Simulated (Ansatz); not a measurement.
C3H9F2NSi (SMILES CN(C)[Si](C)(F)F), singlet, at a GFN2-xTB geometry; CASSCF(2,2)/STO-3G run with Ansatz (a quantum-chemistry and plane-wave program).

The Ansatz input:
Ansatz 0.2 input:
```yaml
crystal:
  periodic: [false, false, false]
  atoms:
    - {symbol: C, position_ang: [-1.28556047, -0.52717301, 1.74015914]}
    - {symbol: N, position_ang: [-0.95133588, -0.43998919, 0.33554476]}
    - {symbol: C, position_ang: [-1.64872009, -1.42302418, -0.46417152]}
    - {symbol: Si, position_ang: [0.47460736, 0.32478950, -0.21018683]}
    - {symbol: C, position_ang: [2.14667636, -0.55156968, -0.12950046]}
    - {symbol: F, position_ang: [0.19276305, 0.77478795, -1.72472088]}
    - {symbol: F, position_ang: [0.57359987, 1.71424567, 0.58690803]}
    - {symbol: H, position_ang: [-2.36485454, -0.41176717, 1.86424792]}
    - {symbol: H, position_ang: [-0.99096062, -1.49324346, 2.16584976]}
    - {symbol: H, position_ang: [-0.78417107, 0.26667173, 2.28593001]}
    - {symbol: H, position_ang: [-1.37667319, -2.44472881, -0.17537432]}
    - {symbol: H, position_ang: [-1.41014050, -1.27748521, -1.51362129]}
    - {symbol: H, position_ang: [-2.72612902, -1.30296804, -0.32864020]}
    - {symbol: H, position_ang: [2.41271338, -0.81418469, 0.89058668]}
    - {symbol: H, position_ang: [2.93523012, 0.08658699, -0.51876342]}
    - {symbol: H, position_ang: [2.14819246, -1.46671146, -0.71502016]}
basis:
  gaussian:
    orbitals: STO-3G
hamiltonian:
  xc: hf
magnetization: {spin_polarized: false}
correlation: {active_space: {window: {electrons: 2, orbitals: 2}}}
```

What the program printed (banner, timings and long lists left out):

```
Functional definition: HF
651 factors; integrals over basis functions are off by at most 3.3e-5 eV
mean field evaluation 1: about -17764.7079 eV, gradient 2.8e1 eV
mean field evaluation 2: about -17764.9995 eV, gradient 2.8e1 eV
mean field evaluation 4: about -17768.2168 eV, gradient 1.7e0 eV
mean field evaluation 8: about -17768.2318 eV, gradient 3.1e-2 eV
mean field -17768.23179899 eV, -652.9704748729 hartree, gradient 1.3e-6 eV, S^2 0.000000; 0 other end points of the search recorded, 0 dependent functions left out
reference -17768.23179899 eV, -652.9704748729 hartree; 33, 33 occupied and 15, 15 virtual orbitals, 651 factors
state -17768.57100654 eV, -652.9829405203 hartree
Total energy: -17768.57100654 eV, -652.9829405203 hartree
```
